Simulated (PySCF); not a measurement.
GaO: frontier orbitals

BHandHLYP at R = 1.712 Å; Ga def2-TZVPPD, O def2-TZVPPD; no relativity (PySCF 2.14). State: ²Σ⁺ (doublet), unpaired electrons σ ↑. Only the outer orbitals are listed, counted within each symmetry.

| spin | orbital | occ. | ε (eV) | on Ga (%) | main shells (%) |
| --- | --- | --- | --- | --- | --- |
| α | 9σ | 1 | -13.62 | 36 | 61 O p, 33 Ga s |
| α | 4π | 1 | -10.19 | 10 | 90 O p |
| α | 4π | 1 | -10.19 | 10 | 90 O p |
| α | 10σ | 1 | -9.14 | 84 | 59 Ga s, 24 Ga p, 15 O p |
| α | 5π | 0 | -0.65 | 89 | 80 Ga p, 11 O p, 9 Ga d |
| α | 5π | 0 | -0.65 | 89 | 80 Ga p, 11 O p, 9 Ga d |
| β | 8σ | 1 | -25.26 | 51 | 49 O s, 44 Ga d |
| β | 9σ | 1 | -10.42 | 82 | 82 Ga s, 17 O p |
| β | 4π | 1 | -9.53 | 11 | 89 O p, 8 Ga p |
| β | 4π | 1 | -9.53 | 11 | 89 O p, 8 Ga p |
| β | 10σ | 0 | -3.10 | 51 | 42 O p, 34 Ga p, 16 Ga s |
| β | 5π | 0 | -0.42 | 87 | 78 Ga p, 12 O p, 9 Ga d |
| β | 5π | 0 | -0.42 | 87 | 78 Ga p, 12 O p, 9 Ga d |

Task: Which are the highest filled and the lowest empty level, where do they sit, and how wide is the gap?

Result: Highest filled α 10σ at -9.14 eV (in %: 59 Ga s, 24 Ga p, 15 O p); lowest empty β 10σ at -3.10 eV (in %: 42 O p, 34 Ga p, 16 Ga s); the gap at BHandHLYP is 6.04 eV.

```
bond order (Mayer)                              : 1.29
⟨S²⟩                                            : 0.773
charge on Ga (Mulliken, basis-dependent)        : 0.34
charge on Ga (Löwdin, basis-dependent)          : 0.61
dipole moment (positive dipole means Ga(−)O(+)) : -3.68 D
```

Spin–orbit coupling is left out. The state is the lowest determinant that a PBE0 search found; another state may lie lower at other levels.
